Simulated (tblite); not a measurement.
Scan of F2Si, singlet: map of symmetric stretch and bend. Scanned: Si-F bond length and F-Si-F angle.

Cartesian coordinates as functions of the variables (Å; names that start with a are angles):
```
Si  0  0  0
F  r*sin(a/2)  0  r*cos(a/2)
F  -r*sin(a/2)  0  r*cos(a/2)
```

Computed with GFN2-xTB, 300 K electronic temperature in tblite.

Energy in eV above the lowest grid point; x is the Si-F bond length (Å), y the F-Si-F angle (°).

```csv
y \ x,1.36,1.46,1.54,1.62,1.70,1.78,1.86,1.94,2.02,2.10,2.16
180,10.121,—,—,3.972,—,3.308,3.188,3.176,3.265,3.437,3.611
173.95,9.122,5.508,4.141,3.463,3.152,3.034,3.022,3.082,3.210,3.402,3.585
165.32,7.985,4.570,3.340,2.786,2.591,2.583,2.675,2.827,3.027,3.272,3.484
156.68,7.017,3.762,2.644,2.191,2.088,2.165,2.336,2.559,2.819,3.113,3.354
148.04,6.202,3.074,2.047,1.677,1.650,1.796,2.030,2.310,2.620,2.955,3.222
139.41,5.524,2.496,1.541,1.238,1.273,1.477,1.763,2.090,2.442,2.812,3.102
130.77,4.970,2.014,1.116,0.866,0.951,1.202,1.533,1.900,2.287,2.688,2.998
122.14,4.535,1.624,0.764,0.554,0.679,0.970,1.337,1.739,2.157,2.586,2.913
113.50,4.224,1.324,0.485,0.301,0.455,0.776,1.175,1.607,2.052,2.505,2.847
104.86,4.059,1.128,0.286,0.110,0.281,0.623,1.046,1.503,1.973,2.446,2.803
96.23,4.099,1.072,0.191,0.000,0.170,0.521,0.959,1.434,1.923,2.414,2.783
85,4.675,1.360,0.336,0.056,0.176,0.506,0.940,1.421,1.920,2.425,2.803
```

Points that lie below all their neighbours on the grid (none is named beside a point without a result): x = 1.62, y = 96.23 (0.000 eV).

A dash means that the run gave no value there, or that the column was ended at a point which the program doubted or which failed a test of continuity chosen for this set; such a test can also cut sound points.
